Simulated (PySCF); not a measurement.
FH₈NOSi₃, SMILES F[SiH](N[SiH3])O[SiH3]. Heavy atoms are numbered as in [SiH:1]([F:2])([NH:3][SiH3:4])[O:5][SiH3:6]. Hydrogens are named by the atom that carries them.

Geometry: B3LYP-D3(BJ)/def2-SVP. Other conformers were not sampled.

Method: PBE/def2-TZVP (PySCF).

ESP charges are fitted to the potential on shells at 1.4 to 2.0 van der Waals radii. Atomic charges (e), one atom of each kind:

```tsv
atom	Mulliken	Löwdin	ESP fit	IAO
Si1 (SiH)	[?]	-0.07	0.60	1.42
F2	-0.29	0.02	-0.22	-0.52
N3 (NH)	[?]	-0.19	-0.57	-0.95
Si4 (SiH3)	0.21	0.16	0.21	0.70
O5	[?]	0.01	-0.33	-0.85
Si6 (SiH3)	0.26	0.15	0.30	0.81
H on Si1	-0.04	-0.04	-0.08	-0.16
H on N3	[?]	0.18	0.33	0.28
H on Si4	[?]	-0.04	-0.05	-0.12
H on Si6	-0.02	-0.04	-0.04	-0.13
```

Problem. Fill in the missing entries. (Estimate from the structure and the level; the computed values follow.)

Solution. 
- Si1 (SiH), Mulliken: 0.57
- N3 (NH), Mulliken: -0.44
- O5, Mulliken: -0.32
- H on N3, Mulliken: 0.22
- H on Si4, Mulliken: -0.03

Problem. Give the Mayer and Wiberg (Löwdin basis) orders of the bonds. (An estimate is asked for; the answer gives what the named calculation found.)

Solution. 
```tsv
bond	Mayer	Wiberg
Si1–F2	1.12	1.68
Si1–N3	1.16	1.43
N3–Si4	1.09	1.40
Si1–O5	1.21	1.60
O5–Si6	1.13	1.55
```
